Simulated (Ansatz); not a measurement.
Compare A (`C1C[O][AlH][CH2]1`) with its isomer B (`C[C]1(C)[O][AlH]1`).

Computed with Ansatz on PBE0-D4/def2-TZVP structures; ΔE is electronic, products minus reactants. CCSD(T)/CBS is the MP2 limit (def2-TZVPP, def2-QZVPP) plus CCSD(T) − MP2 in def2-TZVPP, frozen cores. DFT in def2-TZVPP. B3LYP here is the variant with VWN-RPA as its local correlation; programs differ in this.

A:

Z-matrix (Å, degrees):
```
C
C 1 1.541
C 1 1.535 2 110.5
H 1 1.095 2 112.8 3 123.2
H 1 1.096 2 108.9 3 -118.6
Al 2 1.955 1 97.4 3 33.9
H 2 1.091 1 112.5 3 159.3
H 2 1.097 1 110.9 3 -81.2
O 3 1.417 1 110.9 2 -41.1
H 3 1.095 1 110.5 2 -162.3
H 3 1.099 1 109.8 2 79.6
H 6 1.578 2 140.0 1 162.6
```

B:

```xyz
12

C    -1.034    0.960   -0.206
C    -0.025   -0.114    0.095
C     1.236    0.039   -0.711
O     0.267   -0.193    1.553
Al   -0.439   -1.681    1.096
H    -1.341    0.920   -1.255
H    -0.592    1.949   -0.020
H    -1.929    0.876    0.413
H     1.024   -0.040   -1.780
H     1.986   -0.712   -0.457
H     1.678    1.028   -0.525
H    -0.831   -3.033    1.797
```

**Question.** Which is lower in electronic energy at CCSD(T)/CBS, and by how much? (Best estimate.)

**Answer.** Computed: A, by 153.5 kJ/mol.

**Question.** Give E(B) − E(A) in kJ/mol with PBE-D4, ωB97M-V, PBE0-D4, B3LYP, CCSD(T)/def2-TZVPP, CCSD/def2-TZVPP, r2SCAN-D4. (Best estimate.)

**Answer.** Ansatz gave: PBE-D4 140.9, ωB97M-V 158.8, PBE0-D4 157.3, B3LYP 150.4, CCSD(T)/def2-TZVPP 156.1, CCSD/def2-TZVPP 162.3, r2SCAN-D4 148.8. None reverses the order clearly.

Largest T1 diagnostic: 0.015.

In def2-TZVPP, CCSD(T) changes the Hartree–Fock value by −25.3 kJ/mol (the triples alone add −6.2 kJ/mol) and MP2 by −26.5 kJ/mol. From PBE to PBE0 (25 % exact exchange), in def2-TZVPP and without D4, E(B) − E(A) moves by +16.7 kJ/mol.
